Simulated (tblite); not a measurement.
Compound: C5H5F3OS.
Atom-mapped SMILES: `[CH2:1]=[C:2]([CH2:3][CH:4]=[S:5])[O:6][C:7]([F:8])([F:9])[F:10]` (hydrogens: H11, H12 on C1; H13, H14 on C3; H15 on C4)

Structure used (GFN2-xTB), in Å, numbered top down from 1:
```xyz
15
C5H5F3OS angstrom
C     -0.339    1.462   -0.757
C      0.057    0.440   -0.022
C      1.482    0.136    0.344
C      1.996   -1.003   -0.473
S      3.344   -0.941   -1.352
O     -0.783   -0.551    0.520
C     -2.074   -0.558    0.246
F     -2.629   -1.609    0.840
F     -2.735    0.527    0.680
F     -2.356   -0.657   -1.063
H      0.388    2.158   -1.129
H     -1.364    1.657   -1.015
H      1.505   -0.161    1.398
H      2.105    1.018    0.198
H      1.400   -1.910   -0.447
```

Calculated harmonic vibrations of the isolated species, GFN2-xTB (tblite), most abundant isotopes, no scaling. The method is semi-empirical: single wavenumbers can be off by several per cent or more. One conformer, not necessarily the lowest.

Harmonic wavenumbers (cm⁻¹): 27.1, 29.5, 55.0, 102.2, 162.5, 187.8, 279.7, 348.5, 379.2, 392.1, 454.3, 522.7, 537.7, 567.4, 635.7, 708.6, 743.4, 825.7, 877.4, 900.3, 924.7, 966.1, 1013.9, 1029.6, 1105.1, 1113.3, 1157.9, 1199.1, 1210.3, 1233.5, 1325.8, 1400.4, 1417.6, 1728.3, 2943.9, 2992.1, 3023.7, 3137.1, 3166.9.

A = 2585, B = 508.4, C = 480.4 MHz; mass 170.001 u (most abundant isotopes); point group C1, symmetry number 1.

Q: Zero-point energy?

A: ½Σν̃ = 20413 cm⁻¹ = 244.19 kJ/mol.

Q: What is S at 200 K and 1 bar for an ideal gas of classical rigid rotors and harmonic oscillators?

A: Translation 164.61, rotation 123.09, vibration 100.33: S = 388.0 J/(mol K).

Q: And Cp and H(200 K) − H(0)?

A: Cp = 120.96 J/(mol K), of which vibrations give 87.71 (their classical limit is 39 R = 324.3); H(200 K) − H(0) = 16.21 kJ/mol without the zero-point energy, 9.56 from vibrations.

Q: Blend soft modes into free rotors: weight 1/[1 + (100 cm⁻¹/ν̃)⁴] for the oscillator and the rest for a rotor with moment μB/(μ + B), μ = h/(8π²ν), B = 10⁻⁴⁴ kg m². What vibrational entropy results?

A: 85.18 J/(mol K) in place of 100.33, which changes −T·S at 200 K by +3.03 kJ/mol.

Q: Which modes carry the vibrational entropy at 200 K?

A: 27.1 cm⁻¹: 21.92; 29.5 cm⁻¹: 21.22; 55.0 cm⁻¹: 16.08; 102.2 cm⁻¹: 11.06; 162.5 cm⁻¹: 7.47; 187.8 cm⁻¹: 6.42 J/(mol K); the other 33 give 16.17 together.

Hindered rotation and anharmonicity are outside this model. Other conformers, if any are populated, would add a mixing term that is left out. The structure is chiral; the term R ln 2 for an equal mix with its mirror image is left out.
